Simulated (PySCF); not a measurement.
# Cl⁺ (chlorine, charge +1) across methods

[Ne] 3s2 3p3 3d1, high-spin 5D determinant (an excited configuration). All numbers are calculated (PySCF 2.14, no relativity, point nucleus, in aug-cc-pV(T+d)Z with one added diffuse shell each of s, p, d, f type (7s6p5d3f, 71 functions)).

```tsv
method	E (hartree)	mean ε 3s β (eV)	mean ε 3p α (eV)	mean ε 3d α (eV)	Σ⟨r²⟩ (bohr²)	⟨S²⟩
MN15	-459.0653	-33.514	-25.656	-7.800	25.18	6.000
PBE0	-459.0382	-33.049	-25.019	-7.527	24.95	6.000
TPSS	-459.2082	-31.509	-23.319	-6.590	25.00	6.001
PBE	-459.0018	-31.616	-23.152	-6.601	25.29	6.000
LDA	-457.6793	-31.907	-23.146	-6.527	25.35	6.000
r2SCAN0	-459.1541	-32.966	-25.469	-7.572	24.74	6.001
UHF	-458.57984	-35.718	-29.985	-10.070	24.69	6.001
wB97X-V	-459.1017	-35.909	-27.384	-9.490	24.86	6.001
```

Question: Estimate the same row for r2SCAN.

Answer: E (hartree) = -459.1535; mean ε 3s β (eV) = -31.572; mean ε 3p α (eV) = -23.815; mean ε 3d α (eV) = -6.646; Σ⟨r²⟩ (bohr²) = 24.95; ⟨S²⟩ = 6.001.

The outer electron is Rydberg-like, and this basis confines it to a smaller radius and binds it less than a complete one would.
